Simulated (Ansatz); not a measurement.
Ansatz (a quantum-chemistry and plane-wave program) input (r2SCAN/def2-TZVPD):

Ansatz 0.2 input:
```yaml
crystal:
  periodic: [false, false, false]
  atoms:
    - {symbol: Hf, position_ang: [-0.11430545, -0.02686156, -0.14475332]}
    - {symbol: O, position_ang: [1.66753911, 0.35492899, -0.30264684]}
    - {symbol: O, position_ang: [-0.63879008, -0.11317493, 1.60542674]}
basis:
  gaussian:
    orbitals: def2-TZVPD
hamiltonian:
  xc: {name: r2SCAN}
total_charge: -1
magnetization: {spin_polarized: true, initial_magnetization: 1}
output: {forces: true}
```

Output:

```
Functional definition: r2SCAN
integrals: 0.04 GiB planned
735 factors; their error is unknown
mean field: 0.46 GiB planned
mean field evaluation 1: about -5399.9944 eV, gradient 3.1e1 eV
mean field evaluation 2: about -5214.6850 eV, gradient 1.9e2 eV
mean field evaluation 4: about -5403.6499 eV, gradient 4.6e0 eV
mean field evaluation 8: about -5403.7517 eV, gradient 1.1e-1 eV
mean field evaluation 16: about -5403.7518 eV, gradient 3.5e-5 eV
mean field evaluation 32: about -5402.0284 eV, gradient 2.1e0 eV
mean field -5403.75181703 eV, -198.5842164814 hartree, gradient 3.7e-5 eV, S^2 0.754666; 3 other end points of the search recorded, 0 dependent functions left out
the calculation of the forces begins
reference -5403.75184541 eV, -198.5842175241 hartree; 15, 14 occupied and 108, 109 virtual orbitals, 735 factors
Total energy: -5403.75184541 eV, -198.5842175241 hartree
Atom 0 at    -0.114305    -0.026862    -0.144753 Å, force    -0.005898    -0.001386    -0.007469 eV/Å
Atom 1 at     1.667539     0.354929    -0.302647 Å, force    -0.127526    -0.025789     0.111679 eV/Å
Atom 2 at    -0.638790    -0.113175     1.605427 Å, force     0.133424     0.027175    -0.104210 eV/Å
Dipole moment:    -0.561653    -0.131987    -0.711262 e Å
```

The spin state was set by rule; other spins were not relaxed.
